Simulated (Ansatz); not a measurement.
Ansatz (an electronic-structure program) input for ReBr4, SMILES [Br][Re]([Br])([Br])[Br] (connectivity only; charge and spin as stated), neutral, multiplicity 4, r2SCAN-D4/def2-SVP. 

Ansatz 0.2 input:
```yaml
crystal:
  periodic: [false, false, false]
  atoms:
    - {symbol: Re, position_ang: [0.00000000, -0.00000000, -0.00000000]}
    - {symbol: Br, position_ang: [1.60487910, 1.22343059, -1.23921623]}
    - {symbol: Br, position_ang: [-1.60487909, 1.22343048, 1.23921635]}
    - {symbol: Br, position_ang: [-1.60487911, -1.22343048, -1.23921633]}
    - {symbol: Br, position_ang: [1.60487911, -1.22343060, 1.23921622]}
basis:
  gaussian:
    orbitals: def2-SVP
hamiltonian:
  xc: r2scan
  dispersion: d4
magnetization: {spin_polarized: true, initial_magnetization: 3}
relax: {f_tol: 0.002, max_steps: 200}
```

Output:

```
WARN ansatz: RAYON_NUM_THREADS=2 ignored (pool sized by the plan → 2); use --threads N
Functional definition: r2SCAN
integrals: 0.16 GiB planned
1677 factors; their error is unknown
mean field: 0.92 GiB planned
mean field evaluation 1: about -282285.7581 eV, gradient 1.1e1 eV
mean field evaluation 2: about -282281.9665 eV, gradient 3.0e1 eV
mean field evaluation 4: about -282286.4991 eV, gradient 1.1e0 eV
mean field evaluation 8: about -282286.2750 eV, gradient 5.9e-2 eV
mean field evaluation 16: about -282286.2750 eV, gradient 4.2e-5 eV
mean field evaluation 32: about -282285.3469 eV, gradient 1.1e-1 eV
mean field evaluation 64: about -282285.4087 eV, gradient 9.1e-1 eV
mean field -282286.27500432 eV, -10373.8292658992 hartree, gradient 4.0e-5 eV, S^2 3.774109; 9 other end points of the search recorded, 0 dependent functions left out
the calculation of the forces begins
reference -282286.27501829 eV, -10373.8292664129 hartree; 79, 76 occupied and 81, 84 virtual orbitals, 1677 factors
relax step   1: F+E_penalty+E_count = -282286.34238030 eV  Δ(F+E_penalty+E_count) = +0.000e0 eV  max|allowed force component| = 4.204e-1 eV/Å  Δτ_max = 0.0000 Å  (235 SCF iters, accepted)
these checks for a lower state are left out or cut short: starts, cluster_reference, orbital_swaps, neighbouring_geometries, increment
integrals: 0.16 GiB planned
1677 factors; their error is unknown
mean field: 0.91 GiB planned
mean field -282286.29767309 eV, -10373.8300989611 hartree, gradient 7.9e-6 eV, S^2 3.780655; 0 other end points of the search recorded, 0 dependent functions left out
the calculation of the forces begins
reference -282286.29768729 eV, -10373.8300994829 hartree; 79, 76 occupied and 81, 84 virtual orbitals, 1677 factors
relax step   2: F+E_penalty+E_count = -282286.36420565 eV  Δ(F+E_penalty+E_count) = -2.183e-2 eV  max|allowed force component| = 2.542e-1 eV/Å  Δτ_max = 0.0620 Å  (44 SCF iters, accepted)
these checks for a lower state are left out or cut short: starts, cluster_reference, orbital_swaps, neighbouring_geometries, increment
integrals: 0.16 GiB planned
1677 factors; their error is unknown
mean field: 0.92 GiB planned
mean field evaluation 96: about -282286.3149 eV, gradient 2.6e-5 eV
mean field -282286.31491660 eV, -10373.8307326486 hartree, gradient 2.5e-5 eV, S^2 3.777567; 0 other end points of the search recorded, 0 dependent functions left out
the calculation of the forces begins
reference -282286.31493073 eV, -10373.8307331679 hartree; 79, 76 occupied and 81, 84 virtual orbitals, 1677 factors
relax step   3: F+E_penalty+E_count = -282286.38181148 eV  Δ(F+E_penalty+E_count) = -1.761e-2 eV  max|allowed force component| = 2.115e-2 eV/Å  Δτ_max = 0.0249 Å  (37 SCF iters, accepted)
these checks for a lower state are left out or cut short: starts, cluster_reference, orbital_swaps, neighbouring_geometries, increment
integrals: 0.16 GiB planned
1677 factors; their error is unknown
mean field: 0.92 GiB planned
mean field -282286.31495643 eV, -10373.8307341122 hartree, gradient 9.6e-6 eV, S^2 3.777658; 0 other end points of the search recorded, 0 dependent functions left out
the calculation of the forces begins
reference -282286.31497053 eV, -10373.8307346304 hartree; 79, 76 occupied and 81, 84 virtual orbitals, 1677 factors
relax step   4: F+E_penalty+E_count = -282286.38185333 eV  Δ(F+E_penalty+E_count) = -4.185e-5 eV  max|allowed force component| = 1.211e-2 eV/Å  Δτ_max = 0.0143 Å  (38 SCF iters, accepted)
these checks for a lower state are left out or cut short: starts, cluster_reference, orbital_swaps, neighbouring_geometries, increment
integrals: 0.16 GiB planned
1677 factors; their error is unknown
mean field: 0.92 GiB planned
mean field -282286.31520747 eV, -10373.8307433377 hartree, gradient 7.5e-6 eV, S^2 3.777692; 0 other end points of the search recorded, 0 dependent functions left out
the calculation of the forces begins
reference -282286.31522159 eV, -10373.8307438565 hartree; 79, 76 occupied and 81, 84 virtual orbitals, 1677 factors
relax step   5: F+E_penalty+E_count = -282286.38209306 eV  Δ(F+E_penalty+E_count) = -2.397e-4 eV  max|allowed force component| = 6.015e-4 eV/Å  Δτ_max = 0.0077 Å  (39 SCF iters, accepted)
integrals: 0.16 GiB planned
1677 factors; their error is unknown
mean field: 0.92 GiB planned
mean field evaluation 128: about -282286.3152 eV, gradient 2.5e-3 eV
mean field evaluation 160: about -282285.4752 eV, gradient 6.7e-1 eV
mean field evaluation 192: about -282286.3072 eV, gradient 4.6e-1 eV
mean field -282286.31520747 eV, -10373.8307433377 hartree, gradient 9.1e-6 eV, S^2 3.777692; 10 other end points of the search recorded, 0 dependent functions left out
the calculation of the forces begins
reference -282286.31522159 eV, -10373.8307438565 hartree; 79, 76 occupied and 81, 84 virtual orbitals, 1677 factors
Total energy: -282286.38210717 eV, -10373.8332018566 hartree
Atom 0 at    -0.000000     0.000000     0.000000 Å, force    -0.000002     0.000000    -0.000000 eV/Å
Atom 1 at     1.641634     1.239129    -1.239657 Å, force     0.000462     0.000601    -0.000362 eV/Å
Atom 2 at    -1.641634     1.239129     1.239658 Å, force    -0.000461     0.000601     0.000362 eV/Å
Atom 3 at    -1.641634    -1.239129    -1.239658 Å, force    -0.000461    -0.000601    -0.000362 eV/Å
Atom 4 at     1.641634    -1.239129     1.239657 Å, force     0.000462    -0.000601     0.000362 eV/Å
Dipole moment:    -0.000000     0.000000     0.000000 e Å
```

Self-consistency was reached.
